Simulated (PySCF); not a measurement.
# First hyperpolarisability: `[SiH3][SiH2]Br`, BrH₅Si₂

Geometry:
| atom | x (Å) | y (Å) | z (Å) |
| --- | --- | --- | --- |
| Si1 | 1.219 | 0.191 | 0.010 |
| Si2 | -1.031 | -0.320 | 0.132 |
| Br3 | -2.206 | 0.996 | -1.243 |
| H4 | 1.936 | -0.697 | 0.926 |
| H5 | 1.737 | -0.006 | -1.344 |
| H6 | 1.471 | 1.578 | 0.401 |
| H7 | -1.690 | -0.078 | 1.414 |
| H8 | -1.426 | -1.653 | -0.319 |

Theory: quadratic response B3LYP/aug-cc-pVDZ first hyperpolarisability, Taylor convention, gas phase (PySCF). Geometry: GFN2-xTB.

The calculation is non-relativistic, which matters for the atoms heavier than Zn.

Task: What is the first hyperpolarisability, and how does it disperse?

Result: In 10⁻³⁰ esu, Taylor convention; the vector part is βᵢ = ⅓ Σⱼ (βᵢⱼⱼ + βⱼᵢⱼ + βⱼⱼᵢ); β∥ is 3/5 of the vector part along the dipole, the dipole points from − to +:
| process | λ (nm) | β vector norm | β∥ | β HRS | depolarisation ratio |
| --- | --- | --- | --- | --- | --- |
| static β(0;0,0) | ∞ | 2.10 | -1.22 | 0.79 | 7.72 |
| second harmonic β(−2ω;ω,ω) | 1064 | 2.41 | -1.39 | 0.91 | 7.62 |
| Pockels β(−ω;ω,0) | 1064 | 2.20 | -1.27 | – | – |

Task: Which lowest excitations, dipole and polarisabilities go with it?

Result: S1 5.70 eV (f = 0.020); S2 5.85 eV (f = 0.009); S3 6.58 eV (f = 0.015); dipole 1.95 D; isotropic α 80.2 au static, 81.2 au at 1064 nm, 84.2 au at 532 nm.
